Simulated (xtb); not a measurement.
CH8GeSi, SMILES [SiH2](C)[GeH3]. All values are semi-empirical tight-binding results from xtb (GFN2-xTB unless named), good for trends rather than for accurate numbers. Coordinates come from a GFN2-xTB optimisation. The structure was generated by enumeration, and PubChem lists no compound with its InChIKey, so it may never have been made.

Optimised geometry:

Bonds (Å): Si1–C2 1.898, Si1–Ge3 2.340, Si1–H4 1.468, Si1–H5 1.468, C2–H6 1.086, C2–H7 1.088, C2–H8 1.088, Ge3–H9 1.501, Ge3–H10 1.502, Ge3–H11 1.502. Angles (°): C2–Si1–Ge3 109.4, C2–Si1–H4 109.5, C2–Si1–H5 109.5, Ge3–Si1–H4 110.1, Ge3–Si1–H5 110.3, H4–Si1–H5 108.0, Si1–C2–H6 111.6, Si1–C2–H7 111.0, Si1–C2–H8 111.0, H6–C2–H7 107.7, H6–C2–H8 107.8, H7–C2–H8 107.6, Si1–Ge3–H9 115.6, Si1–Ge3–H10 115.8, Si1–Ge3–H11 115.7, H9–Ge3–H10 102.6, H9–Ge3–H11 102.8, H10–Ge3–H11 102.5.

For metal compounds this method's bond lengths and energies can be far off.

Computed properties:
```
Item                                           Value
-------------------------------------  -------------
orbital gap                                  5.20 eV
zero-point energy                      46.6 kcal/mol
G − E(el) at 298.15 K (modified RRHO)  26.8 kcal/mol
```

Give the atomic charges and the Wiberg bond orders between heavy atoms. (Estimate from the structure and the level; the computed values follow.)

charges (e) Si1 0.44, C2 -0.20, Ge3 0.02, H4 -0.09, H5 -0.09, H6 0.03, H7 0.03, H8 0.03, H9 -0.06, H10 -0.05, H11 -0.05. Bond orders Si1–C2 0.92, Si1–Ge3 0.75.
